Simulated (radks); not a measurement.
Values are calculated unless marked as measured or tabulated.
The nuclear charge of neutral cobalt is varied continuously with 27 electrons held in [Ar] 3d7 4s2. Level of theory: non-relativistic Kohn-Sham, BLYP, spin-polarised, spherical densities, point nucleus; open shells are filled with parallel spins first (a radial shooting solver on a logarithmic mesh with Libxc functionals). By the Hellmann-Feynman theorem dE/dZ = E(electron-nucleus)/Z, the electronic potential at the nucleus.

Z,E (hartree),E(electron-nucleus)/Z (hartree),HOMO,e(HOMO) (eV),<r> HOMO (bohr)
26.8,-1358.51558,-120.841,4s,-3.522,3.150
27,-1382.80338,-122.037,4s,-5.063,2.995
27.2,-1407.33004,-123.229,4s,-6.727,2.862
27.4,-1432.09491,-124.419,4s,-8.507,2.746
27.6,-1457.09746,-125.606,4s,-10.396,2.644
27.8,-1482.33720,-126.791,4s,-12.390,2.552
28,-1507.81372,-127.974,4s,-14.483,2.469

The central difference of E at Z = 27 is -122.036 hartree, to compare with the third column; the second derivative is -5.97 hartree.
